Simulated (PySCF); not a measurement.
# Co(OH)₃ + Br₂ → CoO₂(OH) + 2 HBr

Level: PBE0 in the def2-TZVP basis family, all electrons, no relativity, computed in PySCF with density fitting; open shells unrestricted.

```json
{"species": "Co(OH)₃", "state and structure": "quintet, C3h, Co–O 1.761 Å (×3), O–H 0.960 Å (×3); Co–O–H 121.8° (×3), O–Co–O 120.0° (×3)", "E (Eh)": "-1609.91061", "ZPE (kJ/mol)": "101.5", "H(298 K) − H(0) (kJ/mol)": "20.4", "S° (J/(mol K))": "338.6"}
{"species": "Br₂", "state and structure": "singlet, D∞h, Br–Br 2.281 Å", "E (Eh)": "-5147.70672", "ZPE (kJ/mol)": "2.0", "H(298 K) − H(0) (kJ/mol)": "9.7", "S° (J/(mol K))": "244.8"}
{"species": "CoO₂(OH)", "state and structure": "triplet, Cs, Co–O 1.560 Å (×2), Co–O 1.705 Å, O–H 0.964 Å; Co–O–H 116.6°, O–Co–O 117.5°, O–Co–O 120.3° (×2)", "E (Eh)": "-1608.56351", "ZPE (kJ/mol)": "49.7", "H(298 K) − H(0) (kJ/mol)": "15.8", "S° (J/(mol K))": "312.8"}
{"species": "HBr", "state and structure": "singlet, C∞v, H–Br 1.421 Å", "E (Eh)": "-2574.45811", "ZPE (kJ/mol)": "16.0", "H(298 K) − H(0) (kJ/mol)": "8.7", "S° (J/(mol K))": "198.5"}
```

(1) What is the electronic reaction energy?

(2) Add zero-point, thermal and entropy terms for 298.15 K and 1 bar.

Results:

(1) At PBE0/def2-TZVP, ΔE = 361.3 kJ/mol from the differences of the total energies times 2625.5, uphill. 

(2) ΔZPE = -21.8 and Δ[H(298) − H(0)] = 3.1 kJ/mol give ΔH° = 342.6 kJ/mol. ΔS° = 126.4 J/(mol K), so ΔG° = 342.6 − 298.15 × (0.1264) = 305 kJ/mol. ΔG° would change sign near 2710 K if ΔH° and ΔS° stayed fixed.

Open d or f shells are single determinants, so the state found may not be the ground state. Each species is the lowest minimum found with this bonding; other isomers or fragments can lie lower.
